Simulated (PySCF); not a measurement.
# Exercise with solution: chemical shift, span and skew from a shielding tensor

C₅H₈S, SMILES C#C[C@H](C)SC. Atoms are numbered in the order given.

```xyz
14

C     -1.3630     2.1898     0.0367
C     -1.0663     1.0391    -0.2212
C     -0.7006    -0.3475    -0.4749
C     -1.3095    -1.3128     0.5457
S      1.1339    -0.5332    -0.6368
C      1.6822     0.0888     0.9725
H     -1.6309     3.2090     0.2440
H     -1.0453    -0.6238    -1.4880
H     -2.4080    -1.2306     0.5402
H     -1.0234    -2.3461     0.3021
H     -0.9617    -1.0796     1.5630
H      1.3044     1.1086     1.1457
H      2.7803     0.1205     0.9280
H      1.3846    -0.5713     1.8016
```

Geometry: r2SCAN-D4/def2-SVP. The structure was generated by enumeration; whether it is a known compound was not checked. Other conformers were not sampled.

GIAO shieldings from PySCF with PBE/pcSseg-1, non-relativistic, no solvent. The symmetric part of the tensor of C1 has the principal values 32.3, 45.6, 235.3 ppm. The same nucleus in TMS has σ = 182.0 ppm at this level (PySCF, at its B3LYP-D3(BJ)/def2-TZVP geometry).

Work out the isotropic shielding, the ¹³C shift against TMS, the span and the skew.


σ(iso) = (σ11 + σ22 + σ33)/3 = 104.4 ppm. δ = σ(ref) − σ(iso) = 182.0 − (104.4) = 77.6 ppm.
Span Ω = σ33 − σ11 = 203.0 ppm. Skew κ = 3(σ(iso) − σ22)/Ω = 0.87. Tumbling in solution averages the tensor to δ; in a static solid the shielding alone would spread this spin-1/2 line over Ω.
